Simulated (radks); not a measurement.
Ga V, 27 electrons, occupied as [Ar] 3d8 4p1 (not the ground configuration).

Method: Dirac Kohn-Sham, BLYP, spin-unpolarised, spherical densities, finite nucleus; open shells fill j = l - 1/2 first; Fermi nuclear charge, rms radius 3.9973 fm; computed with a radial shooting solver on a logarithmic mesh with Libxc functionals.

Energy parts (eV):
| part | energy |
|---|---|
| total | -52749.290 |
| kinetic | 53806.870 |
| electron-nucleus | -125401.443 |
| Hartree | 20850.192 |
| exchange-correlation | -2004.910 |

Orbitals (lengths in bohr, moments of r in powers of bohr; r(max) is where P^2 peaks):
orbital,occ.,eigenvalue (eV),r(max)
1s1/2,2,-10302.28,0.03178
2s1/2,2,-1335.869,0.1825
2p1/2,2,-1191.173,0.1445
2p3/2,4,-1163.506,0.1473
3s1/2,2,-217.4551,0.5611
3p1/2,2,-170.3702,0.5562
3p3/2,4,-166.5603,0.5642
3d3/2,4,-86.9318,0.5150
3d5/2,4,-86.3881,0.5175
4p1/2,1,-44.0816,1.743
4p3/2,0,-43.6118,1.763

The highest occupied level is 4p1/2 at -44.082 eV. The density falls to 0.001 e/bohr^3 at r = 3.13 bohr.
